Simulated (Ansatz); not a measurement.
**Relaxing a trial structure of CH3ClSi3**

The starting geometry of this gas-phase singlet was optimised with GFN2-xTB.

```xyz
8

C     1.3629   -0.5868   -0.0692
Cl   -1.4180   -2.8610    1.9058
Si   -0.9746   -1.7939    0.1505
Si    1.0943   -2.0678   -1.0563
Si   -0.1406    0.3118    0.6056
H     2.3420   -0.2296    0.2306
H    -0.7495    1.3173   -0.2940
H     0.1231    1.0470    1.8549
```

Task: Predict what becomes of its bonds when it is optimised with PBE0-D3(BJ)/def2-SVP.

Result: A new bond forms, giving a structure given below by its coordinates. Contacts that close: C1–Si3 (2.64 → 2.10 Å).

The energy falls by 0.67 eV over 9 steps:

| step | E − E(last) (eV) |
| --- | --- |
| 1 | 0.670 |
| 2 | 0.213 |
| 3 | 0.086 |
| 4 | 0.022 |
| 5 | 0.004 |
| 6 | 0.000 |
| 7 | 0.000 |
| 8 | 0.000 |
| 9 | 0.000 |

Final geometry (Å):

```xyz
8

C     1.1244   -0.7185   -0.0012
Cl   -1.0569   -2.9112    1.8848
Si   -0.7215   -1.6862    0.2291
Si    1.0266   -2.0568   -1.2407
Si   -0.1985    0.4919    0.5406
H     2.1093   -0.5878    0.4799
H    -0.6618    1.5041   -0.4487
H     0.0179    1.1016    1.8842
```

Frequencies at the end are all real (lowest 129 cm⁻¹). Run with Ansatz 0.2.0, 20 s on 2 threads of Arm Neoverse V1 (shared host).
